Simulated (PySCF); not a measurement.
**A rate constant, worked out**

An elementary step of SiH₄SO₂, singlet (SiH₄SO₂ ([OH][SiH]([OH])[SH]) → SiH₂O₂ ([OH][Si][OH]) + H₂S; Si–S, Si–H broken or loosened, S–H formed or tightened). The start structure is the reactant molecule, and the electronic barrier above it is 2.993 eV by CCSD(T) at an estimated basis limit (MP2 extrapolated from triple and quadruple zeta, plus CCSD(T) − MP2 in triple zeta). Computed with PySCF 2.14 with density fitting (its default auxiliary sets; JK sets also for MP2 and CCSD(T)) (basis: def2-TZVPP and def2-QZVPP); correlated methods freeze the cores. Extrapolation: Hartree–Fock as exp(−7.88 √X), correlation as X^−2.97. Harmonic wavenumbers (analytic Hessian with the translational sum rule) at PBE0-D4/def2-TZVP (PySCF 2.14 with density fitting (its default auxiliary sets; JK sets also for MP2 and CCSD(T))), in cm⁻¹:

Start: 143, 203, 246, 256, 338, 373, 522, 711, 752, 800, 851, 899, 910, 978, 2257, 2719, 3905, 3909.

Saddle: 1000i, 133, 151, 225, 262, 302, 368, 421, 541, 785, 807, 886, 960, 996, 1641, 2717, 3863, 3914.

(1) Work out the transition-state-theory rate constant at 900 K from these numbers alone (harmonic vibrations; rotation, path degeneracy and anharmonicity left out), and the Wigner tunnelling factor. Use 1 cm⁻¹ = 1.2398 × 10⁻⁴ eV and k_B = 8.617 × 10⁻⁵ eV/K.

T1 diagnostic: at most 0.015. The restricted Hartree–Fock reference is unstable towards an unrestricted one at one or more of these structures.

Results:

(1) Zero-point energies, half the sums: start 20772/2 cm⁻¹ = 1.2877 eV; saddle, real modes only, 18972/2 cm⁻¹ = 1.1761 eV.
Barrier with zero-point energy: 2.993 + 1.1761 − 1.2877 = 2.8814 eV.
k_BT = 0.07756 eV, so the barrier is 37.15 k_BT.
Vibrational partition functions from the zero-point level, ln q = −Σ ln(1 − exp(−hν/k_BT)): start 9.513, saddle 9.990.
k = (k_BT/h) exp(ln q‡ − ln q) exp(−E0/k_BT), with log₁₀(k_BT/h in s⁻¹) = 13.27: log₁₀ k = 13.27 + (0.477 − 37.15)/2.3026 = -2.66, so k ≈ 2 × 10^(-3) s⁻¹.
Wigner factor: 1 + (hν‡/k_BT)²/24 = 1 + (1.60)²/24 = 1.11. A change of 1 kcal/mol (0.043 eV) in the barrier would change k by a factor of 1.7 at this temperature.

Losses and insertions of silylenes and their heavier kin drive the gas-phase chemistry of silicon and germanium vapour deposition.

Labels in which every atom is bracketed show which atoms are joined, not bond orders.

For scale, one of the runs: CCSD(T)/def2-TZVPP, 202 basis functions, launched by `OMP_NUM_THREADS=4 python run.py`. The run took 11 min on 4 CPU threads of an Intel Xeon (shared host), with 2.7 GiB of host memory at its peak.
